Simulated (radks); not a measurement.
Results of a calculation; reference values are marked as such.
Sb II, 50 electrons, occupied as [Kr] 4d10 5s1 5p2 6p1 (not the ground configuration). Level of theory: Dirac Kohn-Sham, RPBE, spin-unpolarised, spherical densities, finite nucleus; open shells are shared between the two j in proportion to 2j + 1; Fermi nuclear charge, rms radius 4.6802 fm (a radial shooting solver on a logarithmic mesh with Libxc functionals).

Normalised radial functions P(r) = r R(r) (large component), r in bohr:

| r | 5p1/2 | 6p3/2 |
|---|---|---|
| 0.004052 | 0.0059 | 0.0013 |
| 0.00558 | 0.0095 | 0.0024 |
| 0.007623 | 0.0152 | 0.0042 |
| 0.01041 | 0.0244 | 0.0072 |
| 0.01434 | 0.0388 | 0.0122 |
| 0.01959 | 0.0595 | 0.0196 |
| 0.02698 | 0.0877 | 0.0302 |
| 0.03686 | 0.1191 | 0.0426 |
| 0.05036 | 0.1440 | 0.0536 |
| 0.06935 | 0.1420 | 0.0556 |
| 0.09474 | 0.0879 | 0.0384 |
| 0.1305 | -0.0307 | -0.0045 |
| 0.1782 | -0.1663 | -0.0578 |
| 0.2435 | -0.2184 | -0.0840 |
| 0.3354 | -0.0855 | -0.0410 |
| 0.4581 | 0.1785 | 0.0584 |
| 0.6309 | 0.3466 | 0.1302 |
| 0.8619 | 0.1924 | 0.0795 |
| 1.178 | -0.2190 | -0.0765 |
| 1.622 | -0.6126 | -0.2192 |
| 2.215 | -0.7278 | -0.2084 |
| 3.051 | -0.5378 | 0.0034 |
| 4.168 | -0.2532 | 0.2896 |
| 5.694 | -0.0743 | 0.4708 |
| 7.841 | -0.0109 | 0.3700 |
| 10.71 | -0.0007 | 0.1552 |
| 14.75 | 0.0000 | 0.0280 |
| 20.15 | 0.0000 | 0.0020 |

5p1/2: eigenvalue -16.658 eV, 3 radial nodes at r = 0.122, 0.374, 1.01 bohr, <r> = 2.44 bohr, 90 % of the charge inside 3.58 bohr. 6p3/2: eigenvalue -4.779 eV, 4 radial nodes at r = 0.127, 0.385, 1.02, 3.04 bohr, <r> = 6.45 bohr, 90 % of the charge inside 9.11 bohr.
